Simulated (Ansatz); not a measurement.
A further run on AlF3.

```yaml
crystal:
  periodic: [false, false, false]
  atoms:
    - {symbol: Al, position_ang: [-0.000020, -0.000008, -0.000009]}
    - {symbol: F, position_ang: [1.646824, -0.027530, 0.013202]}
    - {symbol: F, position_ang: [-0.799456, 1.440007, -0.017226]}
    - {symbol: F, position_ang: [-0.847348, -1.412469, 0.004023]}
basis:
  gaussian: {orbitals: def2-mTZVP, final_grid: {core_spheres: 5, valence_spheres: 4, degree: 11}}
hamiltonian: {xc: {name: wB97X-V}}
scf: {lower_state_search: off}
output: {forces: true}
```

```sh
$ ansatz run in.yaml --threads 2 --pin off --events-out ev --progress --plain --max-ram 4352MiB
```

Output, abridged:

```
Functional definition: wB97X-V
672 factors; their error is unknown
145 factors; integrals over basis functions are off by at most 5.0e-6 eV
mean field evaluation 1: about -14748.3842 eV, gradient 5.8e1 eV
mean field evaluation 2: about -14747.4719 eV, gradient 6.9e1 eV
mean field evaluation 4: about -14753.1751 eV, gradient 3.3e-1 eV
mean field evaluation 8: about -14753.2002 eV, gradient 2.6e-2 eV
mean field -14753.20023008 eV, -542.1701083772 hartree, gradient 4.6e-6 eV, S^2 0.000000; 0 other end points of the search recorded, 0 dependent functions left out
reference -14753.20022761 eV, -542.1701082862 hartree; 20, 20 occupied and 59, 59 virtual orbitals, 672 factors
Total energy: -14753.20022761 eV, -542.1701082862 hartree
Atom 0 at    -0.000020    -0.000008    -0.000009 Å, force     0.168845    -0.002685     0.001403 eV/Å
Atom 1 at     1.646824    -0.027530     0.013202 Å, force    -0.361723     0.005995    -0.002917 eV/Å
Atom 2 at    -0.799456     1.440007    -0.017226 Å, force     0.090735    -0.341078     0.003285 eV/Å
Atom 3 at    -0.847348    -1.412469     0.004023 Å, force     0.102142     0.337768    -0.001772 eV/Å
Dipole moment:     0.000235    -0.000025    -0.000013 e Å
Checks for a lower state left out: stability, starts, cluster_reference, orbital_swaps, neighbouring_geometries, increment
```

Hardware: 2 threads of AMD EPYC 7R43 on a shared host. Wall time 0.95 s.
